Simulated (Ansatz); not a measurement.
## CH8Cl2Si3: where a starting geometry ends

The starting geometry of this gas-phase triplet was optimised with GFN2-xTB as a singlet; its bonds are those of `[SiH3]C([SiH2]Cl)[SiH2]Cl`.

```xyz
14

C     1.0411    0.8545   -1.2160
Cl    1.2336    3.2212    0.9247
Cl   -1.2459   -1.3713   -1.3796
Si    2.2913   -0.3089   -0.3478
Si    1.4750    2.6935   -1.0020
Si   -0.7649    0.4833   -0.7444
H     1.9805   -1.7014   -0.6694
H     2.2295   -0.1023    1.0991
H     3.6343    0.0115   -0.8421
H     1.1376    0.6514   -2.2873
H     0.5838    3.5362   -1.7994
H     2.8659    2.9515   -1.3700
H    -1.6792    1.4082   -1.4173
H    -0.9632    0.5228    0.7014
```

Question: Where would you expect an optimisation with B3LYP/def2-SVP to take it?

Answer: It falls apart into CH6ClSi2 + ClH2Si. Contacts that open: C1–Si5 (1.90 → 4.89 Å).

The energy falls by 3.62 eV over 94 steps:

```
step  E − E(last) (eV)
   1             3.623
  11             0.463
  22             0.014
  32             0.012
  42             0.010
  53             0.008
  63             0.006
  73             0.003
  84             0.000
  94             0.000
```

Final geometry (Å):

```xyz
14

C     1.1358   -0.6379   -1.4954
Cl    2.2347    5.2299    0.8581
Cl   -2.0562   -0.7982   -1.9651
Si    2.4230   -1.2234   -0.2780
Si    0.9957    4.1215   -0.3949
Si   -0.4456    0.2665   -1.1648
H     2.5641   -2.7098   -0.3552
H     2.0423   -0.8397    1.1109
H     3.7507   -0.6202   -0.6069
H     1.3323   -0.8724   -2.5528
H    -0.4244    4.5182   -0.1528
H     1.3834    4.3788   -1.8152
H    -0.4401    1.6023   -1.8311
H    -0.6763    0.4347    0.2931
```

The end wasn't checked by frequencies. Open shells are spin-unrestricted. The triplet needn't be the ground state. Run with Ansatz 0.2.0, 5.6 min on 4 threads of Intel(R) Xeon(R) Platinum 8375C CPU @ 2.90GHz (Ice Lake), with other jobs on the host.
